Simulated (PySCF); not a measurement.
C3H2F4, SMILES F/C=C/C(F)(F)F. The structure is a stationary point at ωB97X-D3(BJ)/def2-SVP.

Level of theory: ωB97X-D3(BJ)/def2-SVP in PySCF.

Harmonic wavenumbers (cm⁻¹): 82, 197, 201, 396, 420, 430, 570, 593, 710, 881, 909, 981, 1155, 1234, 1238, 1294, 1342, 1395, 1815, 3244, 3253. Rotational constants (GHz): 5.347, 1.455, 1.430; symmetry number 1.

Q: Work out the zero-point energy and the ideal-gas rigid-rotor harmonic-oscillator thermochemistry at 298.15 K and 1 atm.

A: ZPE = ½ Σ hcν = ½ × 22340 cm⁻¹ = 31.94 kcal/mol. H − E(el) = 36.48 kcal/mol. Entropy in cal/(mol K): translation 40.11, rotation 27.76, vibration 12.69, total 80.56. G − E(el) = 12.46 kcal/mol. Cp = 23.28 cal/(mol K). Modes under 150 cm⁻¹ make the vibrational entropy uncertain.
